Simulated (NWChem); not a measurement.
Species: TiNH₃O₂; SMILES [NH]=[Ti]([OH])[OH]

```xyz
7

Ti    -0.0199     0.0001    -0.1564
N     -1.6655     0.0187     0.0762
H     -2.6609     0.0300     0.2897
O      0.8676     1.5644     0.0809
H      0.5772     2.4515     0.3063
O      0.8320    -1.5838     0.0808
H      0.5216    -2.4641     0.3061
```
Atoms are numbered in this order, from 1.

Geometry: optimised at PBE0/def2-SVP.

Give the principal values of the shielding tensors (ppm) of Ti1, N2, O4 from KT2/pcSseg-1, GIAO (NWChem), with their diamagnetic and paramagnetic parts as GIAO splits them.


| atom | σ11 | σ22 | σ33 | isotropic | diamagnetic | paramagnetic |
|---|---|---|---|---|---|---|
| Ti1 | -807.8 | -672.9 | 128.0 | -450.9 | 1612.4 | -2063.3 |
| N2 | -375.5 | -176.1 | 210.6 | -113.7 | 325.9 | -439.6 |
| O4 | -432.9 | 181.3 | 239.7 | -4.0 | 394.1 | -398.0 |
